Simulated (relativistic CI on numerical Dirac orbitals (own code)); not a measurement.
**What each ingredient does to the levels of Dy²⁹⁺**

Base calculation: Dirac-Coulomb-Breit CI, KLI orbitals optimised for each configuration, model QED (radiative potential, 1s self-energy scaled to tabulated hydrogen-like ionisation energies), unscaled Slater integrals.

Configurations in the expansion (outside the closed core [Ar] 3d10): 4s²4p⁶4d, 4s²4p⁵4d², 4s²4p⁶4f, 4s4p⁶4d², 4s²4p⁵4d4f, 4s4p⁶4d4f, 4s²4p⁶5s, 4s²4p⁶5p, 4s²4p⁶5d, 4p⁶4d³, 4p⁵4d⁴, 4p⁵4d³4f, 4s4p⁶4f², 4s4p⁵4f³, 4p⁶4f³. Double excitations out of closed p, d and f shells are left out; levels of such configurations are missing from the list, as are those of other unlisted configurations, and high levels can miss mixing partners.

The lowest level and the first level of each name with at least 55 % of one term (blank where a level has no safe partner in the second run):

```csv
Level,Base (cm⁻¹),Shift (cm⁻¹)
4s²4p⁶4d ²D3/2,0,0
4s²4p⁶4d ²D5/2,80374,+78
4s²4p⁵4d² ⁴D°1/2,990456,-14557
4s²4p⁵4d² ⁴D°3/2,993999,-13886
4s²4p⁵4d² ⁴G°9/2,1079691,-10871
4s²4p⁵4d² ⁴G°11/2,1103331,-10200
4s²4p⁵4d² ²H°11/2,1169899,-10261
4s²4p⁵4d² ²P°1/2,1216331,-14458
4s²4p⁵4d² ²P°3/2,1292256,-13131
4s²4p⁶4f ²F°7/2,1383201,-14755
4s4p⁶4d² ⁴F3/2,2063751,
4s4p⁶4d² ⁴F5/2,2092025,
4s4p⁶4d² ⁴P1/2,2128365,
4s4p⁶4d² ⁴F7/2,2143739,
```

At this charge energies of transitions that change n are usually good to better than 1 %, and those within a shell (Δn = 0) to a few per cent.

**Question.** One thing was changed in a second run, which moved the levels as shown. Which?
A. only the first 3 configurations
B. non-relativistic limit
C. Breit term removed
D. QED terms removed

**Answer.** A. Only the first 3 configurations. With fewer configurations the levels that remain lose their mixing partners.

LS names give the leading component of a level, which can be under half, so a name can repeat, a term be missing and a line seem to break the LS rules.
